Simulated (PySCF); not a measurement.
**Computed vibrations of [Lu(NH2)4]−**

[Lu(NH2)4]− (singlet in the valence; each metal's 4f electrons, 14 of them, lie in its core potential, out of spins and levels). PySCF 2.14.0, RKS PBE0, Lu lcecp-1-SVP with ECP60, N def2-SVP, H def2-SVP; non-relativistic Hamiltonian with scalar-relativistic core potentials where named; density fitting; no spin-orbit coupling. Central differences of gradients.

```xyz
13

Lu    0.0000    0.0000    0.0000
N     1.0710    1.3620    1.3620
H     1.4588    1.1278    2.2760
H     1.4588    2.2760    1.1278
N    -1.0710   -1.3620    1.3620
H    -1.4588   -1.1278    2.2760
H    -1.4588   -2.2760    1.1278
N     1.0710   -1.3620   -1.3620
H     1.4588   -2.2760   -1.1278
H     1.4588   -1.1278   -2.2760
N    -1.0710    1.3620   -1.3620
H    -1.4588    2.2760   -1.1278
H    -1.4588    1.1278   -2.2760
```

Run from Python with OMP_NUM_THREADS=2. Where DIIS fails, smearing, a level shift and second-order steps follow.
It took 76 s on 2 threads of Arm Neoverse V2 (shared host).

What are the harmonic wavenumbers and infrared intensities?

Modes are labelled in D2d; negative numbers are unstable modes, those under 60 cm⁻¹ near the noise; a finer grid moves soft modes by up to 10 cm⁻¹.
```tsv
cm⁻¹	km/mol	symmetry
-68	–	a2
100	0.0	b2
102	0.0	a1
103	0.0	b1
106	6.0	e
106	6.0	e
161	11.1	e
161	11.1	e
235	0.0	b1
312	0.0	a2
316	115.5	e
316	115.5	e
347	275.2	b2
350	0.0	a1
377	54.3	e
377	54.3	e
404	0.0	b1
470	190.2	e
470	190.2	e
470	115.2	b2
498	0.0	a1
1513	29.5	b2
1513	12.3	e
1513	12.3	e
1519	0.0	a1
3526	6.6	b2
3526	7.2	e
3526	7.2	e
3528	0.0	a1
3612	0.0	a2
3612	0.0	b1
3612	6.8	e
3612	6.8	e
```

Is this a minimum?

No: 1 unstable; the lowest moves the atoms so:
```
Lu   0.00  0.00  0.00
N    0.00  0.00  0.00
H   -0.32  0.04  0.14
H    0.32 -0.14 -0.04
N    0.00  0.00  0.00
H   -0.32  0.04 -0.14
H    0.32 -0.14  0.04
N    0.00  0.00  0.00
H    0.32  0.14  0.04
H   -0.32 -0.04 -0.14
N    0.00  0.00  0.00
H    0.32  0.14 -0.04
H   -0.32 -0.04  0.14
```

An lcecp potential fixes the number of 4f electrons, so in runs with it no electron can move into or out of that shell.
